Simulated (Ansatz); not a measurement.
Species: C₇H₈OS₂Si, SMILES `COc1csc2cc([SiH3])sc12` (C–O–C–C torsion 0°) (charge 0, multiplicity 1).

### Question
Give a relaxed geometry from PBE0-D3(BJ)/def2-SVP run with Ansatz (a first-principles code).

### Answer
Several could match; the one computed here: the end point of this relaxation, one of several conformers (outside a Z-matrix the atoms follow the SMILES, hydrogens last).
Cartesian coordinates (Å) in one orientation:
```xyz
19

C     -3.726    -0.299     0.900
O     -2.335    -0.418     1.017
C     -1.599     0.065     0.007
C     -2.024     0.675    -1.151
S     -0.715     1.150    -2.192
C      0.447     0.527    -1.071
C      1.863     0.441    -1.021
C      2.303    -0.168     0.135
Si     4.083    -0.485     0.605
S      0.978    -0.637     1.166
C     -0.174    -0.017     0.048
H     -4.103    -0.839     0.013
H     -4.034     0.760     0.829
H     -4.164    -0.741     1.803
H     -3.047     0.876    -1.459
H      2.537     0.808    -1.797
H      4.343    -1.945     0.786
H      4.934     0.043    -0.501
H      4.435     0.204     1.883
```
